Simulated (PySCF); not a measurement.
# Correlation energy of Cu³⁺ (copper, charge +3)

Starting occupation: [Ar] 3d7 4p1, 3d3/2 with m_j = +1/2, +3/2, 3d5/2 with m_j = -3/2, -1/2, +1/2, +3/2, +5/2, 4p3/2 with m_j = +3/2. Calculation: PySCF 2.14, in x2c-TZVPall-2c (6s7p4d1f, 54 functions); X2C-1e with screened-nucleus spin-orbit coupling, Gaussian nucleus. Frozen: [Ne]; 16 electrons correlated; the 6 highest virtual spinors left out.

MP2 pair energies summed by pair of shells (mhartree):

```
 pair   energy  share (%)
3d-3p  -138.84       37.5
3d-3d  -117.15       31.7
3p-3p   -47.52       12.8
3d-3s   -25.05        6.8
3p-3s   -19.29        5.2
3d-4p   -12.75        3.4
3p-4p    -6.23        1.7
3s-3s    -2.69        0.7
3s-4p    -0.50        0.1
```

Total MP2 correlation energy: -370.03 mhartree.

The GHF reference relaxed away from the jj start to a determinant that is no pure jj level (⟨S²⟩ = 5.99, ⟨J²⟩ = 42.00); the energies belong to that determinant.

This basis was not built for core-valence correlation, so the inner-shell part is incomplete.
